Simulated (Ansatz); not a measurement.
Ansatz (a first-principles code) job for C2V, SMILES [C]1[C][V]1 (connectivity only; charge and spin as stated), neutral, multiplicity 4, PBE-D3(BJ)/def2-TZVP. 

Ansatz 0.2 input:
```yaml
crystal:
  periodic: [false, false, false]
  atoms:
    - {symbol: V, position_ang: [0.00000000, -0.00000000, 0.62476238]}
    - {symbol: C, position_ang: [0.00000000, 0.64358159, -1.19746121]}
    - {symbol: C, position_ang: [0.00000000, -0.64358159, -1.19746122]}
basis:
  gaussian:
    orbitals: def2-TZVP
hamiltonian:
  xc: pbe
  dispersion: d3bj
magnetization: {spin_polarized: true, initial_magnetization: 3}
relax: {f_tol: 0.002, max_steps: 200}
```

Output:

```
WARN ansatz: RAYON_NUM_THREADS=1 ignored (pool sized by the plan → 1); use --threads N
Functional definition: PBE
integrals: 0.03 GiB planned
794 factors; their error is unknown
mean field: 0.35 GiB planned
mean field evaluation 1: about -27734.2841 eV, gradient 5.1e1 eV
mean field evaluation 2: about -27486.0876 eV, gradient 1.9e2 eV
mean field evaluation 4: about -27743.0260 eV, gradient 4.2e1 eV
mean field evaluation 8: about -27748.5233 eV, gradient 1.1e0 eV
mean field evaluation 16: about -27748.5242 eV, gradient 7.6e-3 eV
mean field evaluation 32: about -27748.5240 eV, gradient 1.6e-1 eV
mean field evaluation 64: about -27747.7974 eV, gradient 9.1e-1 eV
mean field evaluation 96: about -27748.0746 eV, gradient 1.5e0 eV
mean field evaluation 128: about -27748.3890 eV, gradient 1.7e0 eV
mean field evaluation 160: about -27747.8729 eV, gradient 3.2e-2 eV
mean field -27748.52416678 eV, -1019.7394545040 hartree, gradient 5.0e-5 eV, S^2 3.817030; 16 other end points of the search recorded, 0 dependent functions left out
the calculation of the forces begins
reference -27748.52420613 eV, -1019.7394559502 hartree; 19, 16 occupied and 88, 91 virtual orbitals, 794 factors
relax step   1: F+E_penalty+E_count = -27748.57854074 eV  Δ(F+E_penalty+E_count) = +0.000e0 eV  max|allowed force component| = 1.339e0 eV/Å  Δτ_max = 0.0000 Å  (562 SCF iters, accepted)
these checks for a lower state are left out or cut short: starts, cluster_reference, orbital_swaps, neighbouring_geometries, increment
integrals: 0.03 GiB planned
794 factors; their error is unknown
mean field: 0.35 GiB planned
mean field -27748.55090399 eV, -1019.7404370782 hartree, gradient 2.4e-5 eV, S^2 3.811963; 0 other end points of the search recorded, 0 dependent functions left out
the calculation of the forces begins
reference -27748.55094355 eV, -1019.7404385320 hartree; 19, 16 occupied and 88, 91 virtual orbitals, 794 factors
relax step   2: F+E_penalty+E_count = -27748.60528974 eV  Δ(F+E_penalty+E_count) = -2.675e-2 eV  max|allowed force component| = 5.143e-1 eV/Å  Δτ_max = 0.0125 Å  (41 SCF iters, accepted)
these checks for a lower state are left out or cut short: starts, cluster_reference, orbital_swaps, neighbouring_geometries, increment
integrals: 0.03 GiB planned
794 factors; their error is unknown
mean field: 0.35 GiB planned
mean field -27748.56014697 eV, -1019.7407767517 hartree, gradient 1.0e-5 eV, S^2 3.803627; 0 other end points of the search recorded, 0 dependent functions left out
the calculation of the forces begins
reference -27748.56018681 eV, -1019.7407782155 hartree; 19, 16 occupied and 88, 91 virtual orbitals, 794 factors
relax step   3: F+E_penalty+E_count = -27748.61455594 eV  Δ(F+E_penalty+E_count) = -9.266e-3 eV  max|allowed force component| = 9.257e-2 eV/Å  Δτ_max = 0.0207 Å  (41 SCF iters, accepted)
these checks for a lower state are left out or cut short: starts, cluster_reference, orbital_swaps, neighbouring_geometries, increment
integrals: 0.03 GiB planned
794 factors; their error is unknown
mean field: 0.35 GiB planned
mean field evaluation 192: about -27748.5603 eV, gradient 1.3e-5 eV
mean field -27748.56032847 eV, -1019.7407834214 hartree, gradient 1.3e-5 eV, S^2 3.804532; 0 other end points of the search recorded, 0 dependent functions left out
the calculation of the forces begins
reference -27748.56036828 eV, -1019.7407848846 hartree; 19, 16 occupied and 88, 91 virtual orbitals, 794 factors
relax step   4: F+E_penalty+E_count = -27748.61473455 eV  Δ(F+E_penalty+E_count) = -1.786e-4 eV  max|allowed force component| = 5.852e-3 eV/Å  Δτ_max = 0.0021 Å  (43 SCF iters, accepted)
these checks for a lower state are left out or cut short: starts, cluster_reference, orbital_swaps, neighbouring_geometries, increment
integrals: 0.03 GiB planned
794 factors; their error is unknown
mean field: 0.35 GiB planned
mean field -27748.56032864 eV, -1019.7407834277 hartree, gradient 2.0e-5 eV, S^2 3.804487; 0 other end points of the search recorded, 0 dependent functions left out
the calculation of the forces begins
reference -27748.56036845 eV, -1019.7407848909 hartree; 19, 16 occupied and 88, 91 virtual orbitals, 794 factors
relax step   5: F+E_penalty+E_count = -27748.61473488 eV  Δ(F+E_penalty+E_count) = -3.241e-7 eV  max|allowed force component| = 3.506e-3 eV/Å  Δτ_max = 0.0001 Å  (27 SCF iters, accepted)
these checks for a lower state are left out or cut short: starts, cluster_reference, orbital_swaps, neighbouring_geometries, increment
integrals: 0.03 GiB planned
794 factors; their error is unknown
mean field: 0.35 GiB planned
mean field -27748.56032880 eV, -1019.7407834338 hartree, gradient 1.7e-5 eV, S^2 3.804498; 0 other end points of the search recorded, 0 dependent functions left out
the calculation of the forces begins
reference -27748.56036862 eV, -1019.7407848970 hartree; 19, 16 occupied and 88, 91 virtual orbitals, 794 factors
relax step   6: F+E_penalty+E_count = -27748.61473500 eV  Δ(F+E_penalty+E_count) = -1.249e-7 eV  max|allowed force component| = 5.833e-6 eV/Å  Δτ_max = 0.0000 Å  (25 SCF iters, accepted)
integrals: 0.03 GiB planned
794 factors; their error is unknown
mean field: 0.35 GiB planned
mean field evaluation 224: about -27748.5603 eV, gradient 1.5e-4 eV
mean field evaluation 256: about -27747.8383 eV, gradient 7.7e-4 eV
mean field evaluation 288: about -27747.5462 eV, gradient 8.6e-1 eV
mean field evaluation 320: about -27745.4625 eV, gradient 5.4e0 eV
mean field -27748.56032880 eV, -1019.7407834338 hartree, gradient 1.7e-5 eV, S^2 3.804498; 16 other end points of the search recorded, 0 dependent functions left out
the calculation of the forces begins
reference -27748.56036862 eV, -1019.7407848970 hartree; 19, 16 occupied and 88, 91 virtual orbitals, 794 factors
Total energy: -27748.61477482 eV, -1019.7427842879 hartree
Atom 0 at     0.000000    -0.000000     0.593608 Å, force    -0.000000    -0.000000    -0.000006 eV/Å
Atom 1 at    -0.000000     0.657351    -1.181884 Å, force    -0.000000     0.000005     0.000003 eV/Å
Atom 2 at     0.000000    -0.657351    -1.181884 Å, force     0.000000    -0.000005     0.000003 eV/Å
Dipole moment:     0.000000    -0.000000     1.164672 e Å
```

The run converged.

Cost: around 40 core-seconds (rough).
